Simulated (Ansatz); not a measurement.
`C=C=C(O)[SiH2]O`. Total charge 0; spin multiplicity 1. All single points use the PBE0-D4/def2-TZVP geometry. It is one conformer, not always the lowest.

```xyz
12

C    -1.035   -1.272   -1.865
C    -0.466   -0.874   -0.763
C     0.109   -0.418    0.318
O     0.308   -1.143    1.472
Si    0.768    1.333    0.383
O     0.092    2.187    1.617
H    -0.462   -1.722   -2.671
H    -2.106   -1.170   -2.019
H    -0.049   -2.030    1.353
H     2.245    1.256    0.547
H     0.401    2.021   -0.872
H     0.196    1.832    2.501
```

Q: What is the dipole moment at PBE/def2-TZVPP? (Best estimate.)

A: Computed: 1.90 D, with components (-0.39, -1.85, 0.15) D in this frame, pointing from negative to positive charge.

Q: And with r2SCAN, B3LYP, ωB97M-V? (Estimate.)

A: Ansatz gave: r2SCAN 1.94 D, B3LYP 1.93 D, ωB97M-V 1.95 D.

Q: Give the Mulliken charges with PBE, B3LYP, r2SCAN in def2-TZVPP. (Best estimate.)

A: Ansatz gave: 
| atom | PBE | B3LYP | r2SCAN |
| --- | --- | --- | --- |
| C1 | -0.20 | -0.22 | -0.19 |
| C2 | -0.06 | -0.04 | 0.01 |
| C3 | 0.01 | 0.01 | -0.05 |
| O4 | -0.27 | -0.32 | -0.34 |
| Si5 | 0.43 | 0.53 | 0.55 |
| O6 | -0.36 | -0.40 | -0.42 |
| H7 | 0.11 | 0.12 | 0.10 |
| H8 | 0.11 | 0.12 | 0.10 |
| H9 | 0.19 | 0.19 | 0.20 |
| H10 | -0.09 | -0.10 | -0.10 |
| H11 | -0.07 | -0.08 | -0.08 |
| H12 | 0.19 | 0.19 | 0.20 |

B3LYP here is the variant with VWN-RPA as its local correlation; programs differ in this.
